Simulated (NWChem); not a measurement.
System: BeNH2F; SMILES [NH2][Be][F]

Here is an NWChem input.

```
start job
memory heap 200 mb stack 900 mb global 1100 mb
geometry units angstroms noautoz
  Be     0.000000     0.000000    -0.088325
  F      0.000000     0.000000    -1.480027
  N      0.000000     0.000000     1.404503
  H      0.000000    -0.825498     1.993138
  H      0.000000     0.825498     1.993138
end
basis spherical
  * library def2-svpd
end
dft
  xc xcamb88 1.00 lyp 0.81 vwn_5 0.19 hfexch 1.00
  cam 0.33 cam_alpha 0.19 cam_beta 0.46
  iterations 150
end
tddft
  cis
  nroots 6
  notriplet
end
task tddft energy
```

Output (shortened):

```
             Northwest Computational Chemistry Package (NWChem) 7.3.0
             --------------------------------------------------------

 C2V symmetry detected

                             Geometry "geometry" -> ""
                             -------------------------

 Output coordinates in angstroms (scale by  1.889725989 to convert to a.u.)

  No.       Tag          Charge          X              Y              Z
 ---- ---------------- ---------- -------------- -------------- --------------
    1 Be                   4.0000     0.00000000     0.00000000    -0.09488200
    2 F                    9.0000     0.00000000     0.00000000    -1.48658400
    3 N                    7.0000     0.00000000     0.00000000     1.39794600
    4 H                    1.0000     0.00000000    -0.82549800     1.98658100
    5 H                    1.0000     0.00000000     0.82549800     1.98658100

 Effective nuclear repulsion energy (a.u.)      47.3579758910

      Symmetry information
      --------------------

 Group name             C2v
 Group number             16
 Group order               4
 No. of unique centers     4

                                 NWChem DFT Module
                                 -----------------

 Summary of "ao basis" -> "ao basis" (spherical)
 ------------------------------------------------------------------------------
       Tag                 Description            Shells   Functions and Types
 ---------------- ------------------------------  ------  ---------------------
 Be                        def2-svpd                 6       12   3s3p
 F                         def2-svpd                 9       23   4s3p2d
 N                         def2-svpd                 8       20   4s2p2d
 H                         def2-svpd                 4        8   2s2p

      Symmetry analysis of basis
      --------------------------

        a1         33
        a2          6
        b1         14
        b2         18

[...]

                                NWChem TDDFT Module
                                -------------------

            General Information
            -------------------
           No. of orbitals :     142
            Alpha orbitals :      71
             Beta orbitals :      71
        Alpha frozen cores :       0
         Beta frozen cores :       0
     Alpha frozen virtuals :       0
      Beta frozen virtuals :       0
         Spin multiplicity :       1
    Number of AO functions :      71
        Use of symmetry is : off
      Symmetry adaption is : on
         Schwarz screening :  0.10D-07

              XC Information
              --------------
              Hartree-Fock (Exact) Exchange   1.00
            CAM-Becke88 Exchange Functional   1.00
               VWN V Correlation Functional   0.19 local
       Lee-Yang-Parr Correlation Functional   0.81
           Alpha           :  0.19
           Beta            :  0.46
           Gamma           :  0.33

             TDDFT Information
             -----------------
          Calculation type : Tamm-Dancoff TDDFT
         Wavefunction type : Restricted singlets
          No. of electrons :      22
           Alpha electrons :      11
            Beta electrons :      11
              No. of roots :       6
          Max subspacesize :    5200
            Max iterations :     100
               Target root :       1
           Target symmetry : none
      Symmetry restriction : off
                 Algorithm : Optimal
        Davidson threshold :  0.10D-03

    6 smallest eigenvalue differences (eV)
--------------------------------------------------------
  No. Spin  Occ  Vir  Irrep   E(Occ)    E(Vir)   E(Diff)
--------------------------------------------------------
    1    1   11   12 b1       -0.334     0.014     9.466
    2    1   11   13 a2       -0.334     0.037    10.102
    3    1   11   14 b1       -0.334     0.044    10.297
    4    1   11   15 a1       -0.334     0.049    10.420
    5    1   11   16 a2       -0.334     0.091    11.586
    6    1   11   17 a1       -0.334     0.131    12.666
--------------------------------------------------------

  Entering Davidson iterations
  Restricted singlet excited states

  Iter   NTrls   NConv    DeltaV     DeltaE      Time
  ----  ------  ------  ---------  ---------  ---------
    1      6       0     0.13E+00   0.10+100        3.9
    2     12       0     0.28E-01   0.19E-01        3.9
    3     18       0     0.14E-01   0.92E-03        4.1
    4     24       1     0.76E-02   0.30E-03        3.9
    5     29       3     0.44E-02   0.14E-03        3.7
    6     32       4     0.18E-02   0.28E-04        3.3
    7     34       5     0.45E-03   0.24E-05        3.2
    8     35       5     0.14E-03   0.24E-06        3.0
    9     36       6     0.59E-04   0.17E-07        3.0
  ----  ------  ------  ---------  ---------  ---------
  Convergence criterion met

  Ground state a1       -170.491178971355 a.u.

  ----------------------------------------------------------------------------
  Root   1 singlet b1             0.220701685 a.u.                6.0056 eV
  ----------------------------------------------------------------------------
     Transition Moments    X -0.76127   Y -0.00000   Z -0.00000
     Dipole Oscillator Strength                    0.0852692956
     Electric Quadrupole                           0.0000001687
     Magnetic Dipole                               0.0000007494
     Total Oscillator Strength                     0.0852702137

[...]
```

Level: CAM-B3LYP/def2-SVPD, TDA. Structure relaxed at the PBE0/def2-SVP level.
